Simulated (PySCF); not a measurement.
Species: `C1C[Si](CC=1)(N)C(=C)C`. The columns A, B, C and D hold Mulliken, IAO, Hirshfeld and ESP-fitted charges (e) of one PBE0/pcSseg-1 density (PySCF), in a shuffled order. Coordinates in Å (GFN2-xTB); the density's dipole moment is (-0.10, 0.52, -0.83) D.

```json
{"atom": "C1", "x": "2.643", "y": "1.006", "z": "-0.005", "A": "-0.088", "B": "-0.532", "C": "-0.104", "D": "-0.307"}
{"atom": "C2", "x": "1.667", "y": "0.119", "z": "-0.127", "A": "-0.632", "B": "+0.152", "C": "-0.082", "D": "-0.251"}
{"atom": "C3", "x": "1.962", "y": "-1.336", "z": "-0.330", "A": "-0.189", "B": "-0.506", "C": "-0.119", "D": "-0.416"}
{"atom": "Si4", "x": "-0.154", "y": "0.614", "z": "-0.023", "A": "+1.266", "B": "+0.481", "C": "+0.423", "D": "+1.145"}
{"atom": "N5", "x": "-0.247", "y": "2.343", "z": "-0.046", "A": "-0.629", "B": "-1.099", "C": "-0.315", "D": "-0.834"}
{"atom": "C6", "x": "-1.071", "y": "-0.043", "z": "1.519", "A": "-0.549", "B": "-0.061", "C": "-0.170", "D": "-0.567"}
{"atom": "C7", "x": "-2.169", "y": "-0.892", "z": "0.959", "A": "-0.162", "B": "-0.217", "C": "-0.059", "D": "-0.155"}
{"atom": "C8", "x": "-2.273", "y": "-1.035", "z": "-0.351", "A": "-0.161", "B": "-0.167", "C": "-0.059", "D": "-0.154"}
{"atom": "C9", "x": "-1.285", "y": "-0.346", "z": "-1.243", "A": "-0.557", "B": "-0.168", "C": "-0.176", "D": "-0.581"}
{"atom": "H10", "x": "3.686", "y": "0.725", "z": "-0.047", "A": "+0.100", "B": "+0.198", "C": "+0.041", "D": "+0.138"}
{"atom": "H11", "x": "2.438", "y": "2.050", "z": "0.149", "A": "+0.103", "B": "+0.202", "C": "+0.037", "D": "+0.145"}
{"atom": "H12", "x": "1.608", "y": "-1.658", "z": "-1.308", "A": "+0.128", "B": "+0.141", "C": "+0.043", "D": "+0.148"}
{"atom": "H13", "x": "3.030", "y": "-1.536", "z": "-0.265", "A": "+0.112", "B": "+0.149", "C": "+0.044", "D": "+0.141"}
{"atom": "H14", "x": "1.445", "y": "-1.935", "z": "0.418", "A": "+0.127", "B": "+0.153", "C": "+0.045", "D": "+0.147"}
{"atom": "H15", "x": "-1.145", "y": "2.776", "z": "0.093", "A": "+0.190", "B": "+0.436", "C": "+0.117", "D": "+0.261"}
{"atom": "H16", "x": "0.266", "y": "2.840", "z": "-0.756", "A": "+0.188", "B": "+0.396", "C": "+0.112", "D": "+0.258"}
{"atom": "H17", "x": "-0.440", "y": "-0.640", "z": "2.179", "A": "+0.148", "B": "+0.031", "C": "+0.038", "D": "+0.152"}
{"atom": "H18", "x": "-1.490", "y": "0.752", "z": "2.137", "A": "+0.144", "B": "+0.070", "C": "+0.039", "D": "+0.152"}
{"atom": "H19", "x": "-2.854", "y": "-1.369", "z": "1.647", "A": "+0.088", "B": "+0.108", "C": "+0.039", "D": "+0.141"}
{"atom": "H20", "x": "-3.049", "y": "-1.634", "z": "-0.807", "A": "+0.087", "B": "+0.108", "C": "+0.039", "D": "+0.140"}
{"atom": "H21", "x": "-1.813", "y": "0.305", "z": "-1.943", "A": "+0.141", "B": "+0.068", "C": "+0.034", "D": "+0.149"}
{"atom": "H22", "x": "-0.766", "y": "-1.087", "z": "-1.853", "A": "+0.145", "B": "+0.057", "C": "+0.034", "D": "+0.147"}
```

Problem. Which column most likely holds the ESP-fitted charges?

Solution. B. Σ q r misses the density's dipole by 0.02 D (B), 0.27 D (D), 0.60 D (C), 1.90 D (A). Charges fitted to the outside potential are the only set here that is tied to the molecule's multipoles.

Problem. And the Hirshfeld charges?

Solution. C. The mean sizes are 0.099 e (C), 0.250 e (B), 0.270 e (A), 0.297 e (D), and Hirshfeld charges are commonly the smallest of these schemes.

As computed, A = Mulliken, B = ESP-fitted, C = Hirshfeld, D = IAO. Hydrogens on carbon: Mulliken +0.09 to +0.15, ESP-fitted +0.03 to +0.20, Hirshfeld +0.03 to +0.04, IAO +0.14 to +0.15 e.

The Hirshfeld scheme divides the density at each point in proportion to the densities of the neutral, spherically averaged free atoms. The ESP scheme is a least-squares fit of atom-centred charges to the potential on four shells outside the van der Waals surface, with the total charge fixed.

The structure is a single GFN2-xTB conformer in the gas phase; no vibrational or solvent corrections.
